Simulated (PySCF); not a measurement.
PySCF input (M06-2X/6-311+G**):

```python
from pyscf import gto, dft

mol = gto.M(
    atom='''
    Si   -0.00000000   -0.00000000   -1.18991500
    C     0.00000000    0.00000000    0.65490400
    N     0.00000000    0.00000000    1.81848400
    ''',
    basis='6-311+g**',
    charge=0,
    spin=1,
    symmetry='C2v',
    verbose=4,
)

mf = dft.UKS(mol, xc='m062x')
mf.grids.level = 4
mf.conv_tol = 1e-9
mf.max_cycle = 100
mf.max_memory = 1500
mf.kernel()
if not mf.converged:
    mf = mf.newton()
    mf.kernel(mf.make_rdm1())
mf.dip_moment()
```

Output:

```
PySCF version 2.14.0

[INPUT] verbose = 4
[INPUT] num. atoms = 3
[INPUT] num. electrons = 27
[INPUT] charge = 0
[INPUT] spin (= nelec alpha-beta = 2S) = 1
[INPUT] symmetry C2v subgroup None
[INPUT] Mole.unit = angstrom
[INPUT] Symbol           X                Y                Z      unit          X                Y                Z       unit  Magmom
[INPUT]  1 Si     0.000000000000   0.000000000000  -1.189915000000 AA    0.000000000000   0.000000000000  -2.248613461512 Bohr   0.0
[INPUT]  2 C      0.000000000000   0.000000000000   0.654904000000 AA    0.000000000000   0.000000000000   1.237589197882 Bohr   0.0
[INPUT]  3 N      0.000000000000   0.000000000000   1.818484000000 AA    0.000000000000   0.000000000000   3.436436721904 Bohr   0.0

nuclear repulsion = 60.4340942906123
point group symmetry = Coov, use subgroup C2v
symmetry origin: [0.00000000e+00 0.00000000e+00 1.39979713e-07]
symmetry axis x: [1. 0. 0.]
symmetry axis y: [0. 1. 0.]
symmetry axis z: [0. 0. 1.]
num. orbitals of irrep A1 = 37
num. orbitals of irrep A2 = 3
num. orbitals of irrep B1 = 17
num. orbitals of irrep B2 = 17
number of shells = 34
number of NR pGTOs = 119
number of NR cGTOs = 74
basis = 6-311+g**
ecp = {}

******** <class 'pyscf.dft.uks_symm.SymAdaptedUKS'> ********
method = SymAdaptedUKS
initial guess = minao
damping factor = 0
level_shift factor = 0
DIIS = <class 'pyscf.scf.diis.CDIIS'>
diis_start_cycle = 1
diis_space = 8
diis_damp = 0
SCF conv_tol = 1e-09
SCF conv_tol_grad = None
SCF max_cycles = 100
direct_scf = True
direct_scf_tol = 1e-13
number electrons alpha = 14  beta = 13
XC library pyscf.dft.libxc version 7.1.2
    S. Lehtola, C. Steigemann, M. J. T. Oliveira, and M. A. L. Marques,  SoftwareX 7, 1–5 (2018)
XC functionals = m062x
    Y. Zhao and D. G. Truhlar,  Theor. Chem. Acc. 120, 215 (2008)
    Y. Zhao and D. G. Truhlar,  Theor. Chem. Acc. 120, 215 (2008)
radial grids:
    Treutler-Ahlrichs [JCP 102, 346 (1995); DOI:10.1063/1.469408] (M4) radial grids

becke partition: Becke, JCP 88, 2547 (1988); DOI:10.1063/1.454033
pruning grids: <function nwchem_prune>
grids dens level: 4
symmetrized grids: C2v
atomic radii adjust function: <function treutler_atomic_radii_adjust>
small_rho_cutoff = 0
Freeze 0 electrons in irreps []
    27 free electrons in irreps A1 A2 B1 B2
Set gradient conv threshold to 3.16228e-05
tot grids = 85408
init E= -382.388335807569
alpha HOMO (B1) = -0.135815102829973  LUMO (B2) = -0.135815102829973
beta  HOMO (A1) = -0.30340384923781  LUMO (B2) = -0.135815102829974

WARN: HOMO -0.135815102829973 >= LUMO -0.135815102829974

WARN: alpha-B1 HOMO -0.135815102829973 > system LUMO -0.135815102829974

WARN: alpha-B2 LUMO -0.135815102829973 < system HOMO -0.135815102829973

WARN: beta-B1 LUMO -0.135815102829973 < system HOMO -0.135815102829973

WARN: beta-B2 LUMO -0.135815102829974 < system HOMO -0.135815102829973

cycle= 1 E= -382.173489976663  delta_E= 0.215  |g|= 0.28  |ddm|= 1.24
alpha HOMO (B1) = -0.263507745893287  LUMO (B2) = -0.161835735190332
beta  HOMO (A1) = -0.323956613832082  LUMO (B2) = -0.153206258331045
  HOMO = -0.263507745893  LUMO = -0.16183573519  gap/eV = 2.76664
cycle= 2 E= -382.099613518418  delta_E= 0.0739  |g|= 0.512  |ddm|= 0.708
alpha HOMO (B1) = -0.258186221791092  LUMO (B2) = -0.134354147468907
beta  HOMO (A1) = -0.387075392522477  LUMO (B2) = -0.125323895193425
  HOMO = -0.258186221791  LUMO = -0.134354147469  gap/eV = 3.36964
cycle= 3 E= -382.22939778518  delta_E= -0.13  |g|= 0.0452  |ddm|= 0.329
alpha HOMO (B1) = -0.252071828661786  LUMO (B2) = -0.120875514623549
beta  HOMO (A1) = -0.375344748782413  LUMO (B2) = -0.111046970436074
  HOMO = -0.252071828662  LUMO = -0.120875514624  gap/eV = 3.57003
cycle= 4 E= -382.230563832805  delta_E= -0.00117  |g|= 0.0246  |ddm|= 0.0843
alpha HOMO (B1) = -0.252784161525474  LUMO (B2) = -0.118845027132441
beta  HOMO (A1) = -0.372688772593645  LUMO (B2) = -0.108145599146345
  HOMO = -0.252784161525  LUMO = -0.118845027132  gap/eV = 3.64467
cycle= 5 E= -382.230944585847  delta_E= -0.000381  |g|= 0.00601  |ddm|= 0.0337
alpha HOMO (B1) = -0.254538479688542  LUMO (B2) = -0.119964562771118
beta  HOMO (A1) = -0.373663312605178  LUMO (B2) = -0.108617425176146
  HOMO = -0.254538479689  LUMO = -0.119964562771  gap/eV = 3.66194
cycle= 6 E= -382.230986913503  delta_E= -4.23e-05  |g|= 0.00167  |ddm|= 0.012
alpha HOMO (B1) = -0.254724148652447  LUMO (B2) = -0.120099459182631
beta  HOMO (A1) = -0.373639961772303  LUMO (B2) = -0.108553586811492
  HOMO = -0.254724148652  LUMO = -0.120099459183  gap/eV = 3.66332
cycle= 7 E= -382.230991372598  delta_E= -4.46e-06  |g|= 0.000479  |ddm|= 0.00497
alpha HOMO (B1) = -0.254715950437446  LUMO (B2) = -0.120067198551575
beta  HOMO (A1) = -0.373571436013738  LUMO (B2) = -0.108459432605162
  HOMO = -0.254715950437  LUMO = -0.120067198552  gap/eV = 3.66398
cycle= 8 E= -382.230991868197  delta_E= -4.96e-07  |g|= 0.000169  |ddm|= 0.00172
alpha HOMO (B1) = -0.254728343974082  LUMO (B2) = -0.120078633308842
beta  HOMO (A1) = -0.373586134485904  LUMO (B2) = -0.108453475714255
  HOMO = -0.254728343974  LUMO = -0.120078633309  gap/eV = 3.66401
cycle= 9 E= -382.230991982188  delta_E= -1.14e-07  |g|= 7.96e-05  |ddm|= 0.000489
alpha HOMO (B1) = -0.254726566819392  LUMO (B2) = -0.120078654756277
beta  HOMO (A1) = -0.373589583964567  LUMO (B2) = -0.108454698689483
  HOMO = -0.254726566819  LUMO = -0.120078654756  gap/eV = 3.66396
cycle= 10 E= -382.230992016519  delta_E= -3.43e-08  |g|= 2.94e-05  |ddm|= 0.000311
alpha HOMO (B1) = -0.254726759910216  LUMO (B2) = -0.120076665978675
beta  HOMO (A1) = -0.373589689255088  LUMO (B2) = -0.108455365597302
  HOMO = -0.25472675991  LUMO = -0.120076665979  gap/eV = 3.66402
cycle= 11 E= -382.230992019929  delta_E= -3.41e-09  |g|= 1.42e-05  |ddm|= 0.000136
alpha HOMO (B1) = -0.254727652074173  LUMO (B2) = -0.12007621256922
beta  HOMO (A1) = -0.37358955781133  LUMO (B2) = -0.108455666283399
  HOMO = -0.254727652074  LUMO = -0.120076212569  gap/eV = 3.66405
cycle= 12 E= -382.230992020274  delta_E= -3.45e-10  |g|= 5.43e-06  |ddm|= 3.58e-05
alpha HOMO (B1) = -0.254727865812539  LUMO (B2) = -0.120076235670926
beta  HOMO (A1) = -0.373589527700061  LUMO (B2) = -0.108455728426533
  HOMO = -0.254727865813  LUMO = -0.120076235671  gap/eV = 3.66406
Extra cycle  E= -382.230992020308  delta_E= -3.47e-11  |g|= 6.32e-06  |ddm|= 9.71e-06
converged SCF energy = -382.230992020308  <S^2> = 0.75674814  2S+1 = 2.0067368
Dipole moment(X, Y, Z, Debye):  0.00000,  0.00000, -3.21648
```

The geometry given is a B3LYP-D3(BJ)/def2-TZVP minimum.
